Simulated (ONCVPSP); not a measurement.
## Be, ONCV: configuration errors across variants

| Property | Result |
| --- | --- |
| Element | beryllium |
| Generator | ONCVPSP 4.0.1 |
| Type | optimised norm-conserving Vanderbilt (ONCV) |
| Functional | PBEsol |
| Relativity | scalar-relativistic |
| Frozen core | none |
| Valence charge | 4 |
| Reference configuration | 1s2 2s2 |
| Partial waves | 1s+2s: rc 0.70 bohr, ncon 3, nbas 7, qcut 14.7 1/bohr, 3 projectors, debl 2.5 Ha; p scattering state at 0.18 Ha: rc 0.60 bohr, ncon 3, nbas 7, qcut 14.9 1/bohr, 2 projectors, debl 3.1 Ha; d scattering state at 0.16 Ha: rc 0.60 bohr, ncon 4, nbas 7, qcut 17.6 1/bohr, local |
| Local potential | the d channel |
| Core correction | none |

All-electron excitation energies from the reference (eV): (1) 1s2 2s1 9.458; (2) 1s2 2s0 27.183; (3) 1s2 2s1.5 3.721; (4) 1s2 2s0 2p2 7.212.

Errors AE − PS in meV (a dash: test not solved or not reliable):

```json
{"change": "base", "(1)": "+0.4", "(2)": "+3.3", "(3)": "+0.1", "(4)": "+3.6", "bound ghosts": "none", "GHOST(+) flags above zero": "none"}
{"change": "p: qcut 11.5", "(1)": "+0.4", "(2)": "+3.3", "(3)": "+0.1", "(4)": "+3.6", "bound ghosts": "none", "GHOST(+) flags above zero": "none"}
{"change": "p: qcut 13.4", "(1)": "+0.4", "(2)": "+3.3", "(3)": "+0.1", "(4)": "+3.6", "bound ghosts": "none", "GHOST(+) flags above zero": "none"}
{"change": "p: qcut 15.1", "(1)": "+0.4", "(2)": "+3.3", "(3)": "+0.1", "(4)": "+3.6", "bound ghosts": "none", "GHOST(+) flags above zero": "none"}
{"change": "p: qcut 17.5", "(1)": "+0.4", "(2)": "+3.3", "(3)": "+0.1", "(4)": "+3.6", "bound ghosts": "none", "GHOST(+) flags above zero": "none"}
{"change": "p: qcut 19.3", "(1)": "+0.4", "(2)": "+3.3", "(3)": "+0.1", "(4)": "+3.8", "bound ghosts": "none", "GHOST(+) flags above zero": "none"}
{"change": "p: qcut 22.6", "(1)": "+0.4", "(2)": "+3.3", "(3)": "+0.1", "(4)": "+3.7", "bound ghosts": "none", "GHOST(+) flags above zero": "none"}
```

Question: Give the same row for: p: qcut 9.9.

Answer: +0.4, +3.3, +0.1, +3.7; bound ghosts: none; GHOST(+) flags above zero: none.
